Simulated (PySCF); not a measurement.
Magnetic shielding above rings: a mixed set.

NICS is the negative of the GIAO shielding at a point without a nucleus: at the ring centre (0) and 1 Å above and below it (1); zz is the component along the ring normal. Level: GIAO PBE0/pcSseg-1 (PySCF, non-relativistic, gas phase) on the GFN2-xTB geometries, one conformer each. Atom numbers follow the mapped SMILES.

Question: Order these rings by mean NICS(1)zz, lowest (most negative) first (ppm).
A. ring C5–C6–C7 in `[O:1]=[C:2]([OH:3])[CH:4]=[C:5]1[CH:6]=[CH:7]1`
B. ring C3–C4–C5–C6–C7–C8 in `[OH:1][CH2:2][c:3]1[cH:4][cH:5][cH:6][cH:7][c:8]1[F:9]`
C. ring C3–C4–C5–C6–C8–C9 in `[CH3:1][O:2][c:3]1[cH:4][cH:5][c:6]([F:7])[cH:8][cH:9]1`
D. ring C3–C4–C5–C6–C8–C9 in `[O:1]=[CH:2][C:3]1=[CH:4][CH2:5][C:6]([F:7])=[CH:8][CH2:9]1`
E. ring C2–C3–C4–C5–O9 in `[F:1][c:2]1[cH:3][cH:4][c:5]([CH:6]2[CH2:7][CH2:8]2)[o:9]1`
F. ring C2–C3–C4–C5–C8 in `[CH2:1]=[C:2]1[CH:3]=[CH:4][C:5]([O:6][CH3:7])=[C:8]1[F:9]`
G. ring C2–C3–N4–C5–C7–P8 in `[CH3:1][c:2]1[cH:3][n:4][c:5]([F:6])[cH:7][p:8]1`

Answer: B (-28.2), C (-26.8), G (-24.6), E (-20.8), A (-15.0), F (0.6), D (2.3).

| SMILES | ring | NICS(0) | NICS(1) | NICS(1)zz | HOMA | rms pucker (Å) | ring atoms with four or more neighbours |
| --- | --- | --- | --- | --- | --- | --- | --- |
| OCc1ccccc1F | 6-membered carbocycle; formal bonds all aromatic | -10.2 | -11.5 | -28.2 | 1.00 | 0.00 | 0 |
| COc1ccc(F)cc1 | 6-membered carbocycle; formal bonds all aromatic | -11.0 | -11.2 | -26.8 | 0.99 | 0.00 | 0 |
| Cc1cnc(F)cp1 | 6-membered ring with N and P; formal bonds all aromatic | -7.5 | -10.3 | -24.6 | 0.91 | 0.00 | 0 |
| Fc1ccc(C2CC2)o1 | 5-membered ring with O; formal bonds all aromatic | -11.9 | -8.8 | -20.8 | 0.40 | 0.00 | 0 |
| O=C(O)C=C1C=C1 | 3-membered carbocycle; formal bonds 1 double, 2 single | -23.2 | -9.2 | -15.0 | 0.27 | 0.00 | 0 |
| C=C1C=CC(OC)=C1F | 5-membered carbocycle; formal bonds 2 double, 3 single | -3.0 | -2.8 | 0.6 | -0.03 | 0.00 | 0 |
| O=CC1=CCC(F)=CC1 | 6-membered carbocycle; formal bonds 2 double, 4 single | -0.1 | -1.5 | 2.3 | – | 0.00 | 2 |

NICS(0) gives another order. The isotropic NICS(1) gives another order. Over the 6 rings with a HOMA value its correlation coefficient with NICS(1)zz is -0.93. HOMA uses Krygowski's 1993 parameters; it is left out where a ring has a four-coordinate atom, a triple bond, no multiple bond or a kind of bond without parameters. NICS(1) and NICS(1)zz are means over the two faces.
